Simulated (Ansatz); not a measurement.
Calculated with Ansatz (gas phase, PBE0-D4/def2-TZVP geometries, no zero-point term in ΔE). CBS: MP2 limit from def2 TZ/QZ plus the TZ coupled-cluster correction, frozen cores. Functionals use def2-TZVPP. B3LYP here is the variant with VWN-RPA as its local correlation; programs differ in this. For Ga outer-core shells are correlated without core-valence functions, which leaves a few kJ/mol of doubt a bond. Scalar relativity is left out up to krypton. One conformer a species, not always the lowest.

`C[SiH2][CH2][GaH][SiH3]` + `OC(F)F` → `C[SiH2]OC(F)F` + `[CH3][GaH][SiH3]`  (ligand exchange at the Si–C bond)

`C[SiH2][CH2][GaH][SiH3]`:

Z-matrix (Å, degrees):
```
C
Si 1 1.873
H 1 1.092 2 110.7
H 1 1.094 2 111.7 3 120.0
H 1 1.093 2 110.9 3 -119.8
C 2 1.870 1 111.3 3 176.2
H 2 1.492 1 109.2 3 53.8
H 2 1.493 1 109.1 3 -62.9
Ga 6 1.968 2 112.5 1 61.9
H 6 1.095 2 107.5 1 -58.3
H 6 1.094 2 109.2 1 -176.0
Si 9 2.417 6 119.9 2 -77.3
H 9 1.575 6 119.1 2 99.8
H 12 1.490 9 112.9 6 -141.6
H 12 1.493 9 109.2 6 99.3
H 12 1.490 9 112.3 6 -19.3
```

`OC(F)F`:

```xyz
6

O     0.488   -0.075    0.970
C    -0.275    0.164   -0.112
F    -0.774   -0.985   -0.630
F     0.445    0.733   -1.110
H     1.213   -0.661    0.717
H    -1.098    0.825    0.164
```

`C[SiH2]OC(F)F`:

```xyz
12

C    -0.826   -1.374   -0.823
Si   -1.018    0.260    0.031
O     0.368    1.192   -0.081
C     1.497    1.055    0.630
F     1.696   -0.247    0.986
F     2.544    1.415   -0.131
H    -0.063   -1.982   -0.334
H    -0.540   -1.234   -1.868
H    -1.773   -1.921   -0.800
H    -1.351    0.081    1.469
H    -2.044    1.103   -0.625
H     1.510    1.654    1.547
```

`[CH3][GaH][SiH3]`:

```xyz
10

C     1.698    0.780    0.363
Ga    0.502   -0.675   -0.220
Si   -1.899   -0.381   -0.220
H     1.162    1.639    0.765
H     2.299    1.113   -0.488
H     2.396    0.411    1.119
H     1.156   -2.030   -0.695
H    -2.276    0.778   -1.081
H    -2.658   -1.567   -0.702
H    -2.379   -0.067    1.158
```

```json
{"level": "PBE0-D4", "ΔE (kJ/mol)": "-63.2"}
{"level": "PBE", "ΔE (kJ/mol)": "-66.7"}
{"level": "r2SCAN", "ΔE (kJ/mol)": "-74.8"}
{"level": "B3LYP", "ΔE (kJ/mol)": "-84.2"}
{"level": "MP2/def2-TZVPP", "ΔE (kJ/mol)": "-69.7"}
{"level": "HF/def2-QZVPP", "ΔE (kJ/mol)": "-97.2"}
{"level": "MP2/def2-QZVPP", "ΔE (kJ/mol)": "-70.6"}
{"level": "SCS-MP2/def2-QZVPP", "ΔE (kJ/mol)": "-76.2"}
```

**Question.** What does CCSD(T)/CBS give? (Estimate.)

**Answer.** Computed: -70.7 kJ/mol. The listed levels differ from it by 7.5, 4.0, -4.1, -13.5, 1.0, -26.5, 0.1, -5.5 kJ/mol.

Largest T1 diagnostic among the species: 0.012.

The D4 term adds +9.7 kJ/mol with B3LYP and +5.6 kJ/mol with PBE0; it sums over pairs of atoms, weighted by their polarisabilities, and B3LYP, whose exchange is more repulsive, gets the larger term. In def2-TZVPP, CCSD(T) changes the Hartree–Fock value by +25.1 kJ/mol (the triples alone add +3.6 kJ/mol) and MP2 by +25.7 kJ/mol.

CCSD(T)/CBS has its own doubt, a few kJ/mol and more with outer-core shells, so smaller differences from it don't rank the levels.
